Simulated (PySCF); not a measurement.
# Correlation energy of Cd⁺ (cadmium, charge +1)

Starting occupation: [Kr] 4d9 5s1 5p1, 4d3/2 with m_j = -3/2, -1/2, +1/2, +3/2, 4d5/2 with m_j = -3/2, -1/2, +1/2, +3/2, +5/2, 5s1/2 with m_j = +1/2, 5p3/2 with m_j = +3/2. Calculation: PySCF 2.14, in x2c-TZVPall-2c; X2C-1e with screened-nucleus spin-orbit coupling, Gaussian nucleus. Frozen: [Ar] 3d10; 19 electrons correlated; the 6 highest virtual spinors left out.

MP2 pair energies summed by pair of shells (mhartree):

```
 pair   energy  share (%)
4d-4d  -218.29       45.6
4d-4p  -127.34       26.6
4p-4p   -40.92        8.6
4d-4s   -24.14        5.0
4d-5s   -23.56        4.9
4p-4s   -17.70        3.7
4d-5p   -12.51        2.6
4p-5s    -4.85        1.0
4s-4s    -3.20        0.7
4p-5p    -2.83        0.6
5p-5s    -2.57        0.5
4s-5s    -0.44        0.1
4s-5p    -0.25        0.1
```

Total MP2 correlation energy: -478.61 mhartree.

The GHF reference relaxed away from the jj start to a determinant that is no pure jj level (⟨S²⟩ = 3.77, ⟨J²⟩ = 24.77); the energies belong to that determinant.

This basis was not built for core-valence correlation, so the inner-shell part is incomplete.
